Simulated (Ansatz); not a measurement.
Compare A (`[CH3][SnH]([OH])[F]`) with its isomer B (`FC[O][SnH3]`).

Gas-phase electronic energies from Ansatz, PBE0-D4/def2-TZVP geometries. CCSD(T)/CBS adds triple-zeta CCSD(T) − MP2 to the extrapolated MP2 energy (def2 sets, frozen cores). DFT in def2-TZVPP. B3LYP here is the variant with VWN-RPA as its local correlation; programs differ in this. Elements past krypton have def2 core potentials. For Sn outer-core shells are correlated without core-valence functions, which leaves a few kJ/mol of doubt a bond. Each species was taken in one conformer, which may not be the lowest.

A:

```xyz
9

C    -0.6526    0.7836    0.9358
Sn    0.7417   -0.3289   -0.2096
O     0.2445   -0.4121   -2.0978
F     0.5485   -2.1395    0.4247
H    -0.3477    0.7906    1.9821
H    -0.7074    1.8065    0.5639
H    -1.6309    0.3112    0.8496
H     2.3987    0.0378   -0.1910
H    -0.5950   -0.8493   -2.2577
```

B:

Z-matrix (Å, degrees):
```
C
O 1 1.354
F 1 1.398 2 110.7
H 1 1.095 2 109.7 3 117.5
H 1 1.100 2 113.4 3 -117.9
Sn 2 1.991 1 118.4 3 47.9
H 6 1.700 2 101.6 1 159.4
H 6 1.699 2 108.3 1 -81.6
H 6 1.705 2 106.3 1 40.5
```

(1) Which isomer does CCSD(T)/CBS put lower? Give the gap. (Best estimate.)

(2) Give E(B) − E(A) in kJ/mol with PBE-D4, CCSD(T)/def2-SVP, B3LYP, PBE0-D4, HF/def2-TZVPP, B3LYP-D4, LDA (SPW92). (Best estimate.)

(3) Does the order hold for the free energy at 298.15 K (harmonic terms from PBE0-D4)? (Estimate.)

Largest T1 diagnostic: 0.013.

Answers

(1) The calculation gave: A, by 206.0 kJ/mol.

(2) The calculation gave: PBE-D4 184.9, CCSD(T)/def2-SVP 149.9, B3LYP 186.1, PBE0-D4 183.3, HF/def2-TZVPP 172.5, B3LYP-D4 185.4, LDA (SPW92) 164.4. None reverses the order clearly.

(3) The calculation gave: Yes: G(B) − G(A) = +201.3 kJ/mol, for one conformer each. Modes under 60 cm⁻¹, often nearly free rotors, make the harmonic entropy too high.

From BLYP to BHLYP (50 % exact exchange), in def2-TZVPP and without D4, E(B) − E(A) moves by −6.3 kJ/mol. Leaving LDA and LC-ωPBE aside and taking each functional with its dispersion term where it has one, the values, not all of them listed here, spread over 13.2 kJ/mol, from B97M-V to B2PLYP. LDA lies −20.9 kJ/mol from PBE without D4.
